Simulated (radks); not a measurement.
The numbers below are computed, except where a source is named.
Question: Coherent X-ray form factor from a spherical all-electron density. Code: a radial shooting solver on a logarithmic mesh with Libxc functionals. Model: scalar-relativistic Kohn-Sham, r2SCAN, spin-polarised, spherical densities, finite nucleus; meta-GGA in the generalised Kohn-Sham scheme; Fermi nuclear charge, rms radius of each element as measured or else 0.836 A^(1/3) + 0.57 fm.

| sin(theta)/lambda (1/angstrom) | f0 (electrons) |
|---|---|
| 0.05 | 27.772 |
| 0.1 | 27.111 |
| 0.15 | 26.077 |
| 0.2 | 24.755 |
| 0.25 | 23.240 |
| 0.3 | 21.623 |
| 0.4 | 18.379 |
| 0.5 | 15.443 |
| 0.6 | 12.996 |
| 0.8 | 9.603 |
| 1 | 7.709 |
| 1.25 | 6.437 |
| 1.5 | 5.621 |
| 2 | 4.249 |

The species is in the configuration that NIST lists as its ground one. Which atom or ion scatters so?

Answer: The gallium ion Ga3+, [Ar] 3d10. Extrapolating in s^2 from the first two rows gives f0(0) = 28.0, near the electron count 28; among species with that count, the fall with angle is slower the higher Z, and the table is that of Z = 31; from so few rows the species is fixed only to a neighbour or two.
